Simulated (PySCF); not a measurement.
Mo(O)(NH)(F)(Me) (CH₄FMoNO), SMILES [CH3][Mo](=[NH])(=[O])[F], multiplicity 1. Geometry optimised at PBE-D3(BJ)/def2-SVP. The spin state was assumed, not searched. The structure was generated by enumeration; whether it is a known compound was not checked. The def2 effective core potentials stand for the cores of Mo; spin–orbit coupling is left out.

Level of theory: PySCF with PBE-D3(BJ)/def2-SVP.

Harmonic wavenumbers (cm⁻¹): 150, 162, 205, 218, 232, 303, 493, 542, 589, 630, 681, 717, 972, 1008, 1142, 1343, 1354, 2959, 3069, 3086, 3491. Rotational constants (GHz): 3.575, 3.172, 2.919; symmetry number 1.

Q: Work out the zero-point energy and the ideal-gas rigid-rotor harmonic-oscillator thermochemistry at 298.15 K and 1 atm.

A: ZPE = ½ Σ hcν = ½ × 23344 cm⁻¹ = 139.63 kJ/mol. H − E(el) = 160.99 kJ/mol. Entropy in J/(mol K): translation 172.12, rotation 111.61, vibration 65.04, total 348.77. G − E(el) = 57.00 kJ/mol. Cp = 109.77 J/(mol K). Modes under 150 cm⁻¹ make the vibrational entropy uncertain.
